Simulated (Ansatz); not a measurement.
C2H9N3Sn, singlet, at a GFN2-xTB geometry (such geometries of metal compounds can be far from the true shape) (all electrons, no relativity), with bond 7-1 at 2.4 times its length; CASSCF(4,6)/STO-3G (Ansatz, an electronic-structure program).

The Ansatz input:
Ansatz 0.2 input:
```yaml
crystal:
  periodic: [false, false, false]
  atoms:
    - {symbol: C, position_ang: [2.60619644, -1.02801888, 0.69704165]}
    - {symbol: C, position_ang: [1.83670351, -0.65107785, -0.30269332]}
    - {symbol: Sn, position_ang: [-0.18027637, 0.08446561, -0.07094734]}
    - {symbol: N, position_ang: [-0.65676305, 0.06299157, 1.92524178]}
    - {symbol: N, position_ang: [-1.45058975, -1.12591602, -1.09638979]}
    - {symbol: N, position_ang: [-0.66388805, 1.93443470, -0.82796726]}
    - {symbol: H, position_ang: [1.80960162, -0.95349442, 3.15471739]}
    - {symbol: H, position_ang: [3.60795743, -1.39973301, 0.53191441]}
    - {symbol: H, position_ang: [2.19417263, -0.70336387, -1.32120721]}
    - {symbol: H, position_ang: [-1.57552456, 0.45783198, 2.08783673]}
    - {symbol: H, position_ang: [-0.02120063, 0.61164688, 2.49056163]}
    - {symbol: H, position_ang: [-1.56537453, -2.02691375, -0.64912018]}
    - {symbol: H, position_ang: [-2.37858660, -0.72778183, -1.17265936]}
    - {symbol: H, position_ang: [0.05413289, 2.63499340, -0.68828110]}
    - {symbol: H, position_ang: [-0.83475371, 1.90101504, -1.82503404]}
basis:
  gaussian:
    orbitals: STO-3G
hamiltonian:
  xc: hf
magnetization: {spin_polarized: false}
correlation: {active_space: {window: {electrons: 4, orbitals: 6}}}
```

Problem. Write the output that Ansatz gives for this input, abridged.

Solution. 
```
Functional definition: HF
830 factors; integrals over basis functions are off by at most 3.8e-5 eV
mean field evaluation 1: about -168820.2584 eV, gradient 3.0e1 eV
mean field evaluation 2: about -168820.3855 eV, gradient 3.0e1 eV
mean field evaluation 4: about -168824.8117 eV, gradient 7.7e0 eV
mean field evaluation 8: about -168825.0707 eV, gradient 3.3e-2 eV
mean field -168825.06633425 eV, -6204.2067540436 hartree, gradient 2.3e-6 eV, S^2 0.000000; 0 other end points of the search recorded, 0 dependent functions left out
reference -168825.06633425 eV, -6204.2067540436 hartree; 46, 46 occupied and 15, 15 virtual orbitals, 830 factors
state -168831.06621636 eV, -6204.4272456445 hartree
Total energy: -168831.06621636 eV, -6204.4272456445 hartree
```
